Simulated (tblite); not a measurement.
Problem. What does the GFN2-xTB structure of `O=C(O)C[SiH2][C@H]1OCC1=O` look like in three dimensions?

Solution. 
Z-matrix in Å and degrees, rows numbered from 1:
```
O 
C   1  1.2021
O   2  1.3439  1  122.08
C   2  1.4848  1  125.94  3   176.76
Si  4  1.9088  2  106.75  1   -93.95
C   5  1.9167  4  105.59  2  -177.39
O   6  1.4453  5  108.28  4    63.05
C   7  1.4285  6   92.38  5   111.29
C   6  1.4891  5  112.45  4   161.12
O   9  1.1966  6  136.53  5    70.64
H   3  0.9699  2  110.25  1    -1.20
H   4  1.0881  2  110.15  1   147.22
H   4  1.0877  2  109.39  1    26.33
H   5  1.4649  4  109.45  2   -61.61
H   5  1.4625  4  112.58  2    64.11
H   6  1.0898  5  114.11  4   -63.44
H   8  1.0927  7  112.27  6   120.00
H   8  1.0927  7  112.85  6  -115.43
```

Si5 (SiH2 silicon) is distorted tetrahedral (angles from 105.6° to 112.6°). The C–O distances run from 1.197 Å (C9=O10, drawn double) to 1.445 Å (C6–O7, drawn single), a spread of 0.248 Å. The 4-membered ring C6–O7–C8–C9 has internal angles of 87.4° to 92.4° (sum 360°, against 360° for a flat polygon); it is almost planar, 0.02 Å rms from its mean plane, widest ring torsion 2°. The 3 C–C bonds span 1.485 Å (C2–C4, drawn single) to 1.512 Å (C8–C9, drawn single), a spread of 0.027 Å.

Structure optimised with GFN2-xTB, isolated species.

Point group: C1 (no symmetry element, even within 0.4 Å). Its GFN2-xTB frequencies are all real (lowest 26 cm⁻¹). One conformer, not necessarily the lowest (O1–C2–O3–H -1°, O1–C2–C4–Si5 -94°, C2–C4–Si5–C6 -177°, C4–Si5–C6–O7 63°).

These are computed values.
